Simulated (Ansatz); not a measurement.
Start from `IC(I)(I)I` and change one atom or group to get `IC(I)I`.

Ansatz, PBE0-D4/def2-TZVP geometries, multiplicity 1. 

Elements past krypton have def2 core potentials.

```json
{"property": "HOMO–LUMO gap (PBE/def2-TZVPP) / eV", "`IC(I)(I)I`": "2.03"}
{"property": "HOMO–LUMO gap (ωB97M-V/def2-TZVPP) / eV", "`IC(I)(I)I`": "8.00"}
{"property": "LUMO energy (PBE0/def2-TZVPP) / eV", "`IC(I)(I)I`": "-3.38"}
{"property": "HOMO energy (PBE0/def2-TZVPP) / eV", "`IC(I)(I)I`": "-7.30"}
{"property": "zero-point energy (PBE0-D4/def2-TZVP) / kJ/mol", "`IC(I)(I)I`": "15.1"}
{"property": "size of the dipole moment (PBE/def2-TZVPP) / D", "`IC(I)(I)I`": "0.00"}
```

**Question.** Give the same properties after the change, and the shifts. (An estimate is asked.)

**Answer.** Computed: 
| property | `IC(I)I` | shift |
| --- | --- | --- |
| HOMO–LUMO gap (PBE/def2-TZVPP) / eV | 2.64 | 0.61 |
| HOMO–LUMO gap (ωB97M-V/def2-TZVPP) / eV | 8.62 | 0.62 |
| LUMO energy (PBE0/def2-TZVPP) / eV | -2.68 | 0.70 |
| HOMO energy (PBE0/def2-TZVPP) / eV | -7.24 | 0.06 |
| zero-point energy (PBE0-D4/def2-TZVP) / kJ/mol | 44.3 | 29.2 |
| size of the dipole moment (PBE/def2-TZVPP) / D | 0.56 | 0.56 |

With PBE0 the HOMO rises by 0.06 eV and the LUMO rises by 0.70 eV, so the gap widens by about 0.64 eV. PBE moves the HOMO by 0.06 eV and ωB97M-V by 0.07 eV.

Spin–orbit coupling is left out; it splits and shifts lone-pair levels of the heavy atoms by tenths of an eV.
